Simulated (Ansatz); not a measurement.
The cluster Mg2Cl2⁺ (the lowest doublet isomer of a short search). Charge 1, multiplicity 2. Geometry PBE0-D4/def2-TZVP, basis def2-TZVP, Ansatz.

```xyz
4

Mg    0.829    0.049   -1.386
Mg   -0.829   -0.049    1.386
Cl   -1.436    0.302   -0.849
Cl    1.436   -0.302    0.849
```

| run | HOMO (eV) | LUMO (eV) |
| --- | --- | --- |
| A | -9.08 | -8.27 |
| B | -9.41 | -7.96 |
| C | -10.69 | -6.57 |
| D | -9.36 | -8.08 |
| E | -10.11 | -7.30 |

LC-ωPBE has ω = 0.4 bohr⁻¹. B3LYP takes the VWN-RPA correlation. HSE06 is defined as in plane-wave codes, on full-range PBE exchange. The structure comes from a short search, and lower isomers may exist.

HOMO and LUMO are taken over both spins.

**Question.** The runs used B3LYP, CAM-B3LYP, HSE06, LC-ωPBE, PBE0. Estimate which is which.

**Answer.** A HSE06 (range-separated); B PBE0 (25 % exact exchange); C LC-ωPBE (range-separated); D B3LYP (20 % exact exchange); E CAM-B3LYP (range-separated). Exact exchange lowers occupied and raises empty levels; among semilocal functionals meta-GGAs tend to open the gap a little, and such runs are hard to tell apart. The gap grows from 0.81 eV (HSE06) to 4.12 eV (LC-ωPBE).
